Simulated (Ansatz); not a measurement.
A trace of molecular dynamics of BFH3OSi (7 atoms, charge -1, multiplicity 1).

Computed with RKS PBE0-D4/6-31G (Ansatz).

```
ensemble        : NVT, Nosé–Hoover chain
set temperature : 500 K
thermostat      : time constant 1 fs, chain length 1
seed            : 146856
```

| time (fs) | T (K) | potential energy less start (eV) | conserved less start (meV/atom) |
| --- | --- | --- | --- |
| 0.0 | 500 | 0.000 | 0.00 |
| 2.5 | 462 | 0.081 | 0.01 |
| 5.0 | 534 | 0.250 | 0.03 |
| 7.5 | 479 | 0.394 | 0.03 |
| 10.0 | 504 | 0.552 | 0.05 |
| 12.5 | 565 | 0.622 | 0.06 |
| 15.0 | 461 | 0.484 | 0.04 |
| 17.5 | 514 | 0.344 | 0.02 |
| 20.0 | 466 | 0.319 | 0.02 |
| 22.5 | 519 | 0.344 | 0.03 |
| 25.0 | 484 | 0.400 | 0.03 |
| 27.5 | 497 | 0.479 | 0.04 |
| 30.0 | 540 | 0.509 | 0.04 |
| 32.5 | 464 | 0.463 | 0.04 |
| 35.0 | 539 | 0.390 | 0.03 |
| 37.5 | 477 | 0.306 | 0.03 |
| 40.0 | 501 | 0.209 | 0.02 |
| 42.5 | 478 | 0.206 | 0.02 |
| 45.0 | 488 | 0.311 | 0.03 |
| 47.5 | 530 | 0.445 | 0.04 |
| 50.0 | 465 | 0.565 | 0.05 |
| 52.5 | 589 | 0.572 | 0.06 |
| 55.0 | 468 | 0.372 | 0.04 |
| 57.5 | 490 | 0.169 | 0.01 |
| 60.0 | 483 | 0.115 | 0.01 |
| 62.5 | 490 | 0.163 | 0.02 |

Can this run be trusted? Judge the integration.

The conserved energy stayed within 0.065 meV per atom of its start (net change 0.022 meV per atom), so the integration is sound. A run of 0.062 ps of so small a system gives no equilibrium averages. Limits of this set-up: no polarisation functions, an anion without diffuse functions, the dipole of an ion depends on the origin. The time step was 0.25 fs.

Time of the run: 5.8 min on 1 CPU thread of a shared host.
